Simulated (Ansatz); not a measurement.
Cost and result up the ladder for Zn₆O₆H₁₈ (30 atoms). Total charge 0; singlet. Geometry: PBE-D4/def2-SVP.

```xyz
30

O    -0.317   -1.892   -0.681
Zn    1.539   -1.277   -1.281
Zn   -1.392   -0.626   -1.998
O     0.418    0.313   -2.164
O     2.042    0.183    0.060
Zn    1.366    1.802   -1.130
Zn   -1.509   -1.549    0.945
O    -2.196    0.079   -0.253
O    -0.557   -0.050    1.961
Zn    1.258    0.882    1.815
Zn   -1.674    1.529    1.093
O     0.176    2.166    0.493
H    -1.693   -3.569   -2.614
H    -0.420   -2.831   -0.932
H     2.579   -2.214   -1.964
H    -1.535   -4.304   -2.440
H    -2.258   -1.026   -3.230
H     0.607    0.438   -3.114
H     3.017    0.196    0.138
H     4.367    1.642   -0.801
H     4.988    1.285   -0.517
H     2.218    2.907   -1.824
H    -2.354   -2.657    1.641
H    -3.167    0.101   -0.357
H    -0.769   -0.151    2.910
H    -2.264    1.079    4.023
H     2.124    1.280    3.047
H    -2.713    2.466    1.777
H    -2.141    0.685    4.674
H     0.258    3.112    0.721
```

Ansatz on 2 threads of AMD EPYC 7R13 on a shared host and a share (18 GiB) of an NVIDIA H100 80GB HBM3. Times are rough, and most runs start from the orbitals of an earlier one. PBE0-D4/def2-TZVP serves as the yardstick here, not as an exact answer. Differences are given only for rows in sets of like size (and for xTB, whose basis is part of the method), since another set adds its own error. Binding counts from free atoms at the same level (O triplet, Zn singlet, H doublet; other spins of the atoms weren't run), without zero-point energy or a counterpoise term.

Single mean-field runs in def2-TZVP are fitted with def2-universal-jkfit. In the singlet geometry the species has come apart into loosely held pieces. In the singlet, H26 and H29 lie 0.77 Å apart, H13 and H16 lie 0.77 Å apart, H20 and H21 lie 0.77 Å apart (atoms count from 1), so H2 has formed as a molecule.

```json
{"level": "PBE-D4/def2-SVP", "functions": "360", "wall time": "3.4 s", "binding energy per atom (eV)": "2.87", "difference from PBE0-D4/def2-TZVP (eV)": "–"}
{"level": "PBE0-D4/def2-SVP", "functions": "360", "wall time": "4.5 s", "binding energy per atom (eV)": "2.81", "difference from PBE0-D4/def2-TZVP (eV)": "–"}
{"level": "PBE0-D4/def2-TZVP", "functions": "582", "wall time": "4.7 s", "binding energy per atom (eV)": "2.71", "difference from PBE0-D4/def2-TZVP (eV)": "0.00"}
{"level": "PBE-D4/def2-TZVP (with forces)", "functions": "582", "wall time": "5.5 s", "binding energy per atom (eV)": "2.75", "difference from PBE0-D4/def2-TZVP (eV)": "0.04"}
{"level": "r2SCAN-D4/def2-TZVP (with forces)", "functions": "582", "wall time": "7 s", "binding energy per atom (eV)": "2.81", "difference from PBE0-D4/def2-TZVP (eV)": "0.10"}
```
